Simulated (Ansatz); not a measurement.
Ansatz results at the PBE0-D4/def2-TZVP geometry: HOMO energy (PBE0/def2-TZVPP) -7.67 eV; HOMO–LUMO gap (PBE/def2-TZVPP) 6.42 eV; LUMO energy (B3LYP/def2-TZVPP) 0.83 eV.

Each molecule was computed in one conformer, which needn't be the lowest.

Task: Which molecule gave them?
A. `CC(F)F`
B. `CCOCCF`
C. `FCC=C(F)F`
D. `FCOC(F)C(F)F`

Result: B. The others give `FCOC(F)C(F)F`: -9.68, 8.12, 0.85; `FCC=C(F)F`: -7.96, 5.60, -0.29; `CC(F)F`: -9.65, 8.58, 1.11.

B3LYP here is the variant with VWN-RPA as its local correlation; programs differ in this.
